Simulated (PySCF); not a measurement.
C3H7AlClF, singlet, geometry from GFN2-xTB (such geometries of metal compounds can be far from the true shape), atoms displaced at random by about 0.08 Å a coordinate; HF/STO-3G, gradient by finite differences (PySCF).

Here is a job for PySCF.
```python
from pyscf import gto, scf

mol = gto.M(
    atom='''
Al    0.085182    0.367418    0.456020
Cl   -0.432735   -1.261709    1.983659
F     0.552053    1.830396    1.072321
C     0.462686   -0.008883   -1.433666
C     0.107179    1.132877   -2.232340
C    -0.527891   -1.112142   -1.942008
H     1.393948   -0.401132   -1.698183
H     0.484903    1.074637   -3.407450
H    -0.875188    1.612231   -2.083698
H     0.735659    2.056616   -1.837969
H    -0.265686   -2.125476   -1.242673
H    -0.301586   -1.357807   -3.124319
H    -1.756724   -1.125407   -1.868044
''',
    basis='sto-3g',
    charge=0,
    spin=0,
    verbose=4,
)

mf = scf.RHF(mol)
mf.conv_tol = 1e-11
mf.kernel()
scan, done = mf.as_scanner(), []
scan.scf_summary = {}
def energy(d):
    c = mol.atom_coords()
    c[0, 2] += d
    e = scan(mol.set_geom_(c, unit='Bohr', inplace=False))
    done.append(scan.converged)
    return e
h = 1e-5
fd = (energy(h) - energy(-h)) / (2 * h)
print('dE/dx =', fd)
```

Output, abridged:

```
PySCF version 2.14.0

[INPUT] verbose = 4
[INPUT] num. atoms = 13
[INPUT] num. electrons = 64
[INPUT] charge = 0
[INPUT] spin (= nelec alpha-beta = 2S) = 0
[INPUT] symmetry False subgroup None
[INPUT] Mole.unit = angstrom
[INPUT] Symbol           X                Y                Z      unit          X                Y                Z       unit  Magmom
[INPUT]  1 Al     0.085182000000   0.367418000000   0.456020000000 AA    0.160970650743   0.694319393235   0.861752907324 Bohr   0.0
[INPUT]  2 Cl    -0.432735000000  -1.261709000000   1.983659000000 AA   -0.817750634514  -2.384284458899   3.748572234529 Bohr   0.0
[INPUT]  3 F      0.552053000000   1.830396000000   1.072321000000 AA    1.043228976245   3.458947139499   2.026393007620 Bohr   0.0
[INPUT]  4 C      0.462686000000  -0.008883000000  -1.433666000000 AA    0.874349821671  -0.016786437165  -2.709236094101 Bohr   0.0
[INPUT]  5 C      0.107179000000   1.132877000000  -2.232340000000 AA    0.202538956305   2.140827262819  -4.218511216912 Bohr   0.0
[INPUT]  6 C     -0.527891000000  -1.112142000000  -1.942008000000 AA   -0.997569413623  -2.101643791626  -3.669863251714 Bohr   0.0
[INPUT]  7 H      1.393948000000  -0.401132000000  -1.698183000000 AA    2.634179951885  -0.758029619799  -3.209100779392 Bohr   0.0
[INPUT]  8 H      0.484903000000   1.074637000000  -3.407450000000 AA    0.916333866980   2.030769613324  -6.439147283149 Bohr   0.0
[INPUT]  9 H     -0.875188000000   1.612231000000  -2.083698000000 AA   -1.653865627506   3.046675039534  -3.937618546304 Bohr   0.0
[INPUT] 10 H      0.735659000000   2.056616000000  -1.837969000000 AA    1.390194031071   3.886440983398  -3.473258035441 Bohr   0.0
[INPUT] 11 H     -0.265686000000  -2.125476000000  -1.242673000000 AA   -0.502073775131  -4.016567524336  -2.348311632392 Bohr   0.0
[INPUT] 12 H     -0.301586000000  -1.357807000000  -3.124319000000 AA   -0.569914943003  -2.565883360017  -5.904107235775 Bohr   0.0
[INPUT] 13 H     -1.756724000000  -1.125407000000  -1.868044000000 AA   -3.319727236450  -2.126711008668  -3.530091548637 Bohr   0.0

nuclear repulsion = 337.555158679142
number of shells = 29
number of NR pGTOs = 135
number of NR cGTOs = 45
basis = sto-3g
ecp = {}

******** <class 'pyscf.scf.hf.RHF'> ********
method = RHF
initial guess = minao
damping factor = 0
level_shift factor = 0
DIIS = <class 'pyscf.scf.diis.CDIIS'>
diis_start_cycle = 1
diis_space = 8
diis_damp = 0
SCF conv_tol = 1e-11
SCF conv_tol_grad = None
SCF max_cycles = 50
direct_scf = True
direct_scf_tol = 1e-13
Set gradient conv threshold to 3.16228e-06
Initial guess from minao.
init E= -907.454499449222
  HOMO = -0.302448288117985  LUMO = 0.0248597736894292  gap/eV = 8.90651
cycle= 1 E= -907.85005627661  delta_E= -0.396  |g|= 0.442  |ddm|= 4.06
  HOMO = -0.275200700065756  LUMO = 0.197710002301389  gap/eV = 12.86856
cycle= 2 E= -907.95656343216  delta_E= -0.107  |g|= 0.14  |ddm|= 1.05
  HOMO = -0.315242566619649  LUMO = 0.239924537441411  gap/eV = 15.10687
cycle= 3 E= -907.964823303474  delta_E= -0.00826  |g|= 0.0357  |ddm|= 0.237
  HOMO = -0.328701134123645  LUMO = 0.237644274420631  gap/eV = 15.41104
cycle= 4 E= -907.96588875255  delta_E= -0.00107  |g|= 0.0085  |ddm|= 0.109
  HOMO = -0.328179158834412  LUMO = 0.235985583056081  gap/eV = 15.35170
cycle= 5 E= -907.965950609251  delta_E= -6.19e-05  |g|= 0.00256  |ddm|= 0.0245
  HOMO = -0.328585633343457  LUMO = 0.235542562250596  gap/eV = 15.35071
cycle= 6 E= -907.965957167078  delta_E= -6.56e-06  |g|= 0.000543  |ddm|= 0.00917
  HOMO = -0.328644238093634  LUMO = 0.235609501672103  gap/eV = 15.35413
cycle= 7 E= -907.965957447817  delta_E= -2.81e-07  |g|= 0.000113  |ddm|= 0.00187
  HOMO = -0.328629916707654  LUMO = 0.235596657414297  gap/eV = 15.35339
cycle= 8 E= -907.965957459368  delta_E= -1.16e-08  |g|= 2.86e-05  |ddm|= 0.000328
  HOMO = -0.328624741841449  LUMO = 0.235600031079042  gap/eV = 15.35334
cycle= 9 E= -907.965957460175  delta_E= -8.07e-10  |g|= 4.51e-06  |ddm|= 0.000104
  HOMO = -0.328624113292106  LUMO = 0.23560105234301  gap/eV = 15.35335
cycle= 10 E= -907.965957460185  delta_E= -9.09e-12  |g|= 1.22e-06  |ddm|= 1.24e-05
  HOMO = -0.328624101843429  LUMO = 0.235601162478597  gap/eV = 15.35335
Extra cycle  E= -907.965957460189  delta_E= -4.32e-12  |g|= 5.01e-07  |ddm|= 2.56e-06
converged SCF energy = -907.965957460189
Create scanner for <class 'pyscf.scf.hf.RHF'>

WARN: Mole.unit (angstrom) is changed to Bohr

New geometry
   1 Al     0.085182000000   0.367418000000   0.456025291772 AA    0.160970650743   0.694319393235   0.861762907324 Bohr
   2 Cl    -0.432735000000  -1.261709000000   1.983659000000 AA   -0.817750634514  -2.384284458899   3.748572234529 Bohr
   3 F      0.552053000000   1.830396000000   1.072321000000 AA    1.043228976245   3.458947139499   2.026393007620 Bohr
   4 C      0.462686000000  -0.008883000000  -1.433666000000 AA    0.874349821671  -0.016786437165  -2.709236094101 Bohr
   5 C      0.107179000000   1.132877000000  -2.232340000000 AA    0.202538956305   2.140827262819  -4.218511216912 Bohr
   6 C     -0.527891000000  -1.112142000000  -1.942008000000 AA   -0.997569413623  -2.101643791626  -3.669863251714 Bohr
   7 H      1.393948000000  -0.401132000000  -1.698183000000 AA    2.634179951885  -0.758029619799  -3.209100779392 Bohr
   8 H      0.484903000000   1.074637000000  -3.407450000000 AA    0.916333866980   2.030769613324  -6.439147283149 Bohr
   9 H     -0.875188000000   1.612231000000  -2.083698000000 AA   -1.653865627506   3.046675039534  -3.937618546304 Bohr
  10 H      0.735659000000   2.056616000000  -1.837969000000 AA    1.390194031071   3.886440983398  -3.473258035441 Bohr
  11 H     -0.265686000000  -2.125476000000  -1.242673000000 AA   -0.502073775131  -4.016567524336  -2.348311632392 Bohr
  12 H     -0.301586000000  -1.357807000000  -3.124319000000 AA   -0.569914943003  -2.565883360017  -5.904107235775 Bohr
  13 H     -1.756724000000  -1.125407000000  -1.868044000000 AA   -3.319727236450  -2.126711008668  -3.530091548637 Bohr

******** <class 'pyscf.scf.hf.RHF_Scanner'> ********
method = RHF_Scanner
initial guess = minao
damping factor = 0
level_shift factor = 0
DIIS = <class 'pyscf.scf.diis.CDIIS'>
diis_start_cycle = 1
diis_space = 8
diis_damp = 0
SCF conv_tol = 1e-11
SCF conv_tol_grad = None
SCF max_cycles = 50
direct_scf = True
direct_scf_tol = 1e-13
Set gradient conv threshold to 3.16228e-06
init E= -907.965958032325
  HOMO = -0.328623505476884  LUMO = 0.235601652538188  gap/eV = 15.35335
cycle= 1 E= -907.965957805322  delta_E= 2.27e-07  |g|= 1.33e-06  |ddm|= 6.63e-06
  HOMO = -0.328623618246601  LUMO = 0.235601649647224  gap/eV = 15.35335
cycle= 2 E= -907.965957805321  delta_E= 6.82e-13  |g|= 5.11e-07  |ddm|= 2.98e-06
  HOMO = -0.328623757062773  LUMO = 0.235601542185094  gap/eV = 15.35335
Extra cycle  E= -907.96595780532  delta_E= 1.14e-12  |g|= 1.93e-07  |ddm|= 1.02e-06
converged SCF energy = -907.96595780532

WARN: Mole.unit (angstrom) is changed to Bohr

New geometry
   1 Al     0.085182000000   0.367418000000   0.456014708228 AA    0.160970650743   0.694319393235   0.861742907324 Bohr
   2 Cl    -0.432735000000  -1.261709000000   1.983659000000 AA   -0.817750634514  -2.384284458899   3.748572234529 Bohr
   3 F      0.552053000000   1.830396000000   1.072321000000 AA    1.043228976245   3.458947139499   2.026393007620 Bohr
   4 C      0.462686000000  -0.008883000000  -1.433666000000 AA    0.874349821671  -0.016786437165  -2.709236094101 Bohr
   5 C      0.107179000000   1.132877000000  -2.232340000000 AA    0.202538956305   2.140827262819  -4.218511216912 Bohr
   6 C     -0.527891000000  -1.112142000000  -1.942008000000 AA   -0.997569413623  -2.101643791626  -3.669863251714 Bohr
   7 H      1.393948000000  -0.401132000000  -1.698183000000 AA    2.634179951885  -0.758029619799  -3.209100779392 Bohr
   8 H      0.484903000000   1.074637000000  -3.407450000000 AA    0.916333866980   2.030769613324  -6.439147283149 Bohr
   9 H     -0.875188000000   1.612231000000  -2.083698000000 AA   -1.653865627506   3.046675039534  -3.937618546304 Bohr
  10 H      0.735659000000   2.056616000000  -1.837969000000 AA    1.390194031071   3.886440983398  -3.473258035441 Bohr
  11 H     -0.265686000000  -2.125476000000  -1.242673000000 AA   -0.502073775131  -4.016567524336  -2.348311632392 Bohr
  12 H     -0.301586000000  -1.357807000000  -3.124319000000 AA   -0.569914943003  -2.565883360017  -5.904107235775 Bohr
  13 H     -1.756724000000  -1.125407000000  -1.868044000000 AA   -3.319727236450  -2.126711008668  -3.530091548637 Bohr

******** <class 'pyscf.scf.hf.RHF_Scanner'> ********
method = RHF_Scanner
initial guess = minao
damping factor = 0
level_shift factor = 0
DIIS = <class 'pyscf.scf.diis.CDIIS'>
diis_start_cycle = 1
diis_space = 8
diis_damp = 0
SCF conv_tol = 1e-11
SCF conv_tol_grad = None
SCF max_cycles = 50
direct_scf = True
direct_scf_tol = 1e-13
Set gradient conv threshold to 3.16228e-06
init E= -907.9659566611
  HOMO = -0.328624851136189  LUMO = 0.235600627889927  gap/eV = 15.35336
cycle= 1 E= -907.965957115022  delta_E= -4.54e-07  |g|= 2.83e-06  |ddm|= 1.36e-05
  HOMO = -0.328624623162246  LUMO = 0.235600645578652  gap/eV = 15.35335
cycle= 2 E= -907.965957115023  delta_E= -1.14e-12  |g|= 1.11e-06  |ddm|= 6.27e-06
  HOMO = -0.32862433170915  LUMO = 0.235600868797867  gap/eV = 15.35335
Extra cycle  E= -907.965957115024  delta_E= -9.09e-13  |g|= 4.4e-07  |ddm|= 2.25e-06
converged SCF energy = -907.965957115024
dE/dx = -0.034514789604145335
```
